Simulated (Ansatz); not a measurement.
F3Ga, triplet, geometry from GFN2-xTB (such geometries of metal compounds can be far from the true shape) (a higher spin typed on purpose: for a closed-shell molecule this is an excited state), atoms displaced at random by about 0.05 Å a coordinate; B3LYP/def2-SVP in Ansatz (an electronic-structure program).

Ansatz was given this input:
Ansatz 0.2 input:
```yaml
crystal:
  periodic: [false, false, false]
  atoms:
    - {symbol: Ga, position_ang: [-0.16733870, -0.07226781, 0.17855793]}
    - {symbol: F, position_ang: [-1.70671812, -1.22723731, -0.05542868]}
    - {symbol: F, position_ang: [0.66656920, 1.59997071, -0.83149124]}
    - {symbol: F, position_ang: [1.83657459, -0.10484271, 0.32003009]}
basis:
  gaussian:
    orbitals: def2-SVP
hamiltonian:
  xc: b3lyp
magnetization: {spin_polarized: true, initial_magnetization: 2}
relax: {}
```

The log (banner, timings and long lists left out):

```
Functional definition: B3LYP
752 factors; integrals over basis functions are off by at most 3.1e-4 eV
mean field evaluation 1: about -60510.2572 eV, gradient 3.4e1 eV
mean field evaluation 2: about -60439.3754 eV, gradient 1.3e2 eV
mean field evaluation 4: about -60514.1484 eV, gradient 7.1e0 eV
mean field evaluation 8: about -60514.3373 eV, gradient 2.2e-1 eV
mean field evaluation 16: about -60514.3392 eV, gradient 2.9e-3 eV
mean field evaluation 32: about -60514.3392 eV, gradient 2.4e-5 eV
mean field -60514.33919058 eV, -2223.8609471615 hartree, gradient 2.4e-5 eV, S^2 2.009766; 6 other end points of the search recorded, 0 dependent functions left out
the calculation of the forces begins
reference -60514.33939478 eV, -2223.8609546658 hartree; 30, 28 occupied and 44, 46 virtual orbitals, 752 factors
relax step   1: F+E_penalty+E_count = -60514.33919058 eV  Δ(F+E_penalty+E_count) = +0.000e0 eV  max|allowed force component| = 1.818e0 eV/Å  Δτ_max = 0.0000 Å  (97 SCF iters, accepted)
these checks for a lower state are left out or cut short: starts, cluster_reference, orbital_swaps, neighbouring_geometries, increment
752 factors; integrals over basis functions are off by at most 3.1e-4 eV
mean field -60514.86245357 eV, -2223.8801767217 hartree, gradient 1.8e-5 eV, S^2 2.007852; 0 other end points of the search recorded, 0 dependent functions left out
the calculation of the forces begins
reference -60514.86265571 eV, -2223.8801841501 hartree; 30, 28 occupied and 44, 46 virtual orbitals, 752 factors
relax step   2: F+E_penalty+E_count = -60514.86245357 eV  Δ(F+E_penalty+E_count) = -5.233e-1 eV  max|allowed force component| = 1.403e0 eV/Å  Δτ_max = 0.1732 Å  (49 SCF iters, accepted)
these checks for a lower state are left out or cut short: starts, cluster_reference, orbital_swaps, neighbouring_geometries, increment
752 factors; integrals over basis functions are off by at most 3.3e-4 eV
mean field -60515.13234378 eV, -2223.8900950041 hartree, gradient 2.1e-5 eV, S^2 2.006095; 0 other end points of the search recorded, 0 dependent functions left out
the calculation of the forces begins
reference -60515.13254374 eV, -2223.8901023522 hartree; 30, 28 occupied and 44, 46 virtual orbitals, 752 factors
relax step   3: F+E_penalty+E_count = -60515.13234378 eV  Δ(F+E_penalty+E_count) = -2.699e-1 eV  max|allowed force component| = 9.371e-1 eV/Å  Δτ_max = 0.1948 Å  (41 SCF iters, accepted)
these checks for a lower state are left out or cut short: starts, cluster_reference, orbital_swaps, neighbouring_geometries, increment
752 factors; integrals over basis functions are off by at most 2.5e-4 eV
mean field evaluation 64: about -60515.2902 eV, gradient 4.5e-1 eV
mean field -60515.30725191 eV, -2223.8965227590 hartree, gradient 2.2e-5 eV, S^2 2.005951; 0 other end points of the search recorded, 0 dependent functions left out
the calculation of the forces begins
reference -60515.30744953 eV, -2223.8965300215 hartree; 30, 28 occupied and 44, 46 virtual orbitals, 752 factors
relax step   4: F+E_penalty+E_count = -60515.30725191 eV  Δ(F+E_penalty+E_count) = -1.749e-1 eV  max|allowed force component| = 2.984e-1 eV/Å  Δτ_max = 0.2000 Å  (44 SCF iters, accepted)
these checks for a lower state are left out or cut short: starts, cluster_reference, orbital_swaps, neighbouring_geometries, increment
752 factors; integrals over basis functions are off by at most 2.6e-4 eV
mean field -60515.31765613 eV, -2223.8969051071 hartree, gradient 1.6e-5 eV, S^2 2.006172; 0 other end points of the search recorded, 0 dependent functions left out
the calculation of the forces begins
reference -60515.31785387 eV, -2223.8969123740 hartree; 30, 28 occupied and 44, 46 virtual orbitals, 752 factors
relax step   5: F+E_penalty+E_count = -60515.31765613 eV  Δ(F+E_penalty+E_count) = -1.040e-2 eV  max|allowed force component| = 1.302e-1 eV/Å  Δτ_max = 0.0440 Å  (41 SCF iters, accepted)
these checks for a lower state are left out or cut short: starts, cluster_reference, orbital_swaps, neighbouring_geometries, increment
752 factors; integrals over basis functions are off by at most 2.6e-4 eV
mean field -60515.31906414 eV, -2223.8969568506 hartree, gradient 1.8e-5 eV, S^2 2.006152; 0 other end points of the search recorded, 0 dependent functions left out
the calculation of the forces begins
reference -60515.31926199 eV, -2223.8969641215 hartree; 30, 28 occupied and 44, 46 virtual orbitals, 752 factors
relax step   6: F+E_penalty+E_count = -60515.31906414 eV  Δ(F+E_penalty+E_count) = -1.408e-3 eV  max|allowed force component| = 2.649e-2 eV/Å  Δτ_max = 0.0200 Å  (40 SCF iters, accepted)
these checks for a lower state are left out or cut short: starts, cluster_reference, orbital_swaps, neighbouring_geometries, increment
752 factors; integrals over basis functions are off by at most 2.6e-4 eV
mean field -60515.31918739 eV, -2223.8969613801 hartree, gradient 1.9e-5 eV, S^2 2.006147; 0 other end points of the search recorded, 0 dependent functions left out
the calculation of the forces begins
reference -60515.31938525 eV, -2223.8969686511 hartree; 30, 28 occupied and 44, 46 virtual orbitals, 752 factors
relax step   7: F+E_penalty+E_count = -60515.31918739 eV  Δ(F+E_penalty+E_count) = -1.233e-4 eV  max|allowed force component| = 1.047e-2 eV/Å  Δτ_max = 0.0054 Å  (35 SCF iters, accepted)
these checks for a lower state are left out or cut short: starts, cluster_reference, orbital_swaps, neighbouring_geometries, increment
752 factors; integrals over basis functions are off by at most 2.6e-4 eV
mean field -60515.31919473 eV, -2223.8969616496 hartree, gradient 4.1e-5 eV, S^2 2.006145; 0 other end points of the search recorded, 0 dependent functions left out
the calculation of the forces begins
reference -60515.31939259 eV, -2223.8969689211 hartree; 30, 28 occupied and 44, 46 virtual orbitals, 752 factors
relax step   8: F+E_penalty+E_count = -60515.31919473 eV  Δ(F+E_penalty+E_count) = -7.335e-6 eV  max|allowed force component| = 8.271e-4 eV/Å  Δτ_max = 0.0012 Å  (29 SCF iters, accepted)
752 factors; integrals over basis functions are off by at most 2.6e-4 eV
mean field evaluation 96: about -60515.3192 eV, gradient 4.1e-5 eV
mean field -60515.31919473 eV, -2223.8969616496 hartree, gradient 4.1e-5 eV, S^2 2.006145; 3 other end points of the search recorded, 0 dependent functions left out
the calculation of the forces begins
reference -60515.31939259 eV, -2223.8969689211 hartree; 30, 28 occupied and 44, 46 virtual orbitals, 752 factors
Total energy: -60515.31939259 eV, -2223.8969689211 hartree
Atom 0 at    -0.272696     0.150254     0.534972 Å, force    -0.000024     0.000380    -0.000827 eV/Å
Atom 1 at    -1.267141    -1.069118    -0.261206 Å, force     0.000549     0.000094     0.000342 eV/Å
Atom 2 at     0.572886     1.276888    -0.794740 Å, force     0.000045    -0.000532     0.000818 eV/Å
Atom 3 at     1.596038    -0.162400     0.132642 Å, force    -0.000570     0.000059    -0.000333 eV/Å
Dipole moment:    -0.054528     0.232041     0.420541 e Å
```
